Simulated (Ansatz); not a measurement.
Ansatz (a first-principles code) input:
A basis named .json is the Basis Set Exchange file of that set.

Ansatz 0.2 input:
```yaml
crystal:
  periodic: [false, false, false]
  atoms:
    - {symbol: Si, position_ang: [-0.01744499, -0.55019002, 0.24289773]}
    - {symbol: F, position_ang: [-0.17163035, -1.47494125, -1.04826972]}
    - {symbol: Cl, position_ang: [-1.62755512, 0.72474828, 0.30091568]}
    - {symbol: Cl, position_ang: [1.73278471, 0.50920063, 0.05401721]}
basis:
  gaussian:
    orbitals: cc-pV_T+d_Z.json
magnetization: {spin_polarized: true, initial_magnetization: 1}
correlation: {method: ccsd_t, electrons: outside_noble_gas}
```

Q: What final total energy does it print?

A: -1308.38382 Eh (CCSD(T)/cc-pV(T+d)Z). The basis has 147 functions.

It need not be the lowest isomer of its formula.
